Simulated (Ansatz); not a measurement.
WF4, SMILES [F][W]([F])([F])[F] (connectivity only; charge and spin as stated), neutral, multiplicity 3.

The structure is a stationary point at B3LYP-D3(BJ)/def2-SVP. The geometry has at least one imaginary mode, so it is a saddle point at that level. The multiplicity is an assumed one; other spin states were not compared. The def2 effective core potentials stand for the cores of W; spin–orbit coupling is left out.

Two levels are set side by side: PBE/def2-SVPD (Ansatz, a quantum-chemistry and plane-wave program) and PBE0/def2-SVPD (Ansatz). Energy differences of separate SCF runs at the same geometry; the states with an electron removed or added have multiplicity 2 and 2. Differences are taken from unrounded values.

```json
[
 {"quantity": "vertical ionisation energy (eV)", "PBE0": "9.84", "PBE": "9.20", "PBE minus PBE0": "-0.65"},
 {"quantity": "vertical electron affinity (eV)", "PBE0": "2.14", "PBE": "2.02", "PBE minus PBE0": "-0.12"}
]
```
